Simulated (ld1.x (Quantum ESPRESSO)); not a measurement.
What one change does to a pseudopotential (antimony (Sb), PAW)

ld1.x (Quantum ESPRESSO) 7.5 input, shortened:

```
&input
   title='Sb', zed=51., rel=1, dft='PBE', iswitch=3,
   config='[Kr] 4d10 5s1.75 5p3.25'
 /
 &inputp
   pseudotype=3, lpaw=.true., tm=.true., lloc=-2, rcloc=1.50,
   nlcc=.true., new_core_ps=.true.,
   which_augfun='BESSEL', rmatch_augfun=1.00
 /
6
5S  1  0   1.75   0.00  1.40  1.80  0.0
5S  1  0   0.00   4.40  1.40  1.80  0.0
4P  2  1   6.00   0.00  1.45  1.65  0.0
5P  3  1   3.25   0.00  1.45  1.65  0.0
4D  3  2  10.00   0.00  1.10  1.50  0.0
4D  3  2   0.00  -1.95  1.10  1.50  0.0
 &test
   configts(1)='4p6 4d10 5s1.75 5p3.25'
 /
```

Change: core [Kr], valence charge 15; reference 4d10 5s2 5p3; waves now 5s (bound): rcut 1.85, rcutus 2.15 bohr; 5s channel at 4.4 Ry: rcut 1.85, rcutus 2.15 bohr; 5p (bound): rcut 2.00, rcutus 2.40 bohr; 5p channel at 0.15 Ry: rcut 2.00, rcutus 2.40 bohr; 4d (bound): rcut 1.15, rcutus 1.60 bohr; 4d channel at -1.95 Ry: rcut 1.15, rcutus 1.60 bohr; local potential all-electron potential smoothed inside 1.35 bohr (lloc = -1); core correction Bessel-smoothed model core inside 1.60 bohr; augmentation BESSEL, radius 1.05 bohr.

Cutoffs: the cutoffs (Ry, on a coarse ladder) from which the occupation-weighted sum of valence levels, in a spherical-Bessel basis at the reference potential, stays within 10 and 1 mRy of its value at 400 Ry; they do not see the model core or the augmentation charge, which bear on the density cutoff. Errors are all-electron minus pseudo energies relative to the spin-unpolarised reference configuration.

Task: What does the change do?

Result: The potential gets softer (70 Ry and 110 Ry → 55 Ry and 90 Ry); a bound ghost appears in s, which as a rule spoils a file; the number of tests that count goes from 7 to 6. The shells moved into the core no longer need plane waves of their own. Several settings change at once here, so the effects cannot be laid on one of them.

```tsv
quantity	base	changed
cutoff, loose	70 Ry	55 Ry
cutoff, tight	110 Ry	90 Ry
loose cutoff by channel (10 mRy a level)	s 10 Ry, p 30 Ry, d 45 Ry	s 6 Ry, p 6 Ry, d 40 Ry
bound ghosts	none	s
tests counted (converged, no solver errors)	7 of 7	6 of 7
lowest overlap eigenvalue by channel	s 0.67, p 0.75, d 0.95	s 0.20, p 0.40, d 1.00
```

Changed file: Tests not counted: 4d9 5s2 5p3 (solver errors, printed error -1601 eV). A true bound ghost makes a file unfit for plane-wave use even where its test errors are small: the radial tests pick states by their node count and pass the ghost by. Where a test does run into it, the solver fails or the error is huge.
